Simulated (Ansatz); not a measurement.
Reaction (ligand exchange at a Ti–Cl bond): `[F][Ti]([F])([SH])[Cl]` + H₂S → `[F][Ti]([F])([SH])[SH]` + HCl

Program: Ansatz. Geometries: PBE0-D4/def2-TZVP. ΔE: electronic, gas phase. CCSD(T)/CBS adds triple-zeta CCSD(T) − MP2 to the extrapolated MP2 energy (def2 sets, frozen cores). This one scheme is used for every species. DFT in def2-TZVPP. For Ti outer-core shells are correlated without core-valence functions, which leaves a few kJ/mol of doubt a bond. Scalar relativity is left out up to krypton. One conformer a species, not always the lowest.

CCSD(T)/CBS gives +12.9 kcal/mol.

Another level gave +16.4 kcal/mol. Which?
A. HF/def2-TZVPP
B. r2SCAN-D4/def2-TZVPP
C. BHLYP/def2-TZVPP
D. MP2/def2-TZVPP

A. HF/def2-TZVPP 16.4, r2SCAN-D4 13.7, BHLYP 14.9, MP2/def2-TZVPP 12.5 kcal/mol.

Largest T1 diagnostic among the species: 0.026, so the coupled-cluster value is less sure than usual.

In def2-TZVPP, CCSD(T) changes the Hartree–Fock value by −3.5 kcal/mol (the triples alone add −0.6 kcal/mol) and MP2 by −3.8 kcal/mol. Leaving LDA and LC-ωPBE aside and taking each functional with its dispersion term where it has one, the values, not all of them listed here, spread over 1.7 kcal/mol, from revPBE-D4 to CAM-B3LYP-D4. From BLYP to BHLYP (50 % exact exchange), in def2-TZVPP and without D4, ΔE moves by +0.7 kcal/mol.
